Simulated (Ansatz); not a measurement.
Reaction (ligand exchange at the Sn–S bond): `C[S][SnH3]` + `C=N` → `C=[N][SnH3]` + CH₃SH

Program: Ansatz. Geometries: PBE0-D4/def2-TZVP. ΔE: electronic, gas phase. CCSD(T)/CBS is the MP2 limit (def2-TZVPP, def2-QZVPP) plus CCSD(T) − MP2 in def2-TZVPP, frozen cores. This one scheme is used for every species. DFT in def2-TZVPP. def2 core potentials past Kr. For Sn outer-core shells are correlated without core-valence functions, which leaves a few kJ/mol of doubt a bond.

```json
{"level": "PBE", "ΔE (eV)": "0.67"}
{"level": "revPBE", "ΔE (eV)": "0.66"}
{"level": "r2SCAN0", "ΔE (eV)": "0.70"}
{"level": "LC-ωPBE", "ΔE (eV)": "0.66"}
{"level": "HF/def2-SVP", "ΔE (eV)": "0.74"}
{"level": "MP2/def2-SVP", "ΔE (eV)": "0.66"}
{"level": "CCSD(T)/def2-TZVPP", "ΔE (eV)": "0.64"}
{"level": "CCSD/CBS(def2)", "ΔE (eV)": "0.69"}
```

(1) What does CCSD(T)/CBS give? (Best estimate.)

(2) What do rigid-rotor, harmonic-oscillator terms from PBE0-D4/def2-TZVP frequencies (298.15 K, 1 bar) make of the CCSD(T)/CBS value? (Best estimate.)

Largest T1 diagnostic among the species: 0.014.

Results:

(1) Ansatz gave: +0.69 eV. The listed levels differ from it by -0.02, -0.03, 0.01, -0.03, 0.05, -0.03, -0.05, 0.00 eV.

(2) Ansatz gave: ΔZPE = -0.09 eV, ΔH = +0.59 eV, ΔS = -4 J/(mol·K), ΔG = +0.61 eV.

From PBE to PBE0 (25 % exact exchange), in def2-TZVPP and without D4, ΔE moves by +0.04 eV. Leaving LDA and LC-ωPBE aside and taking each functional with its dispersion term where it has one, the values, not all of them listed here, spread over 0.09 eV, from BLYP-D4 to HSE06-D4.
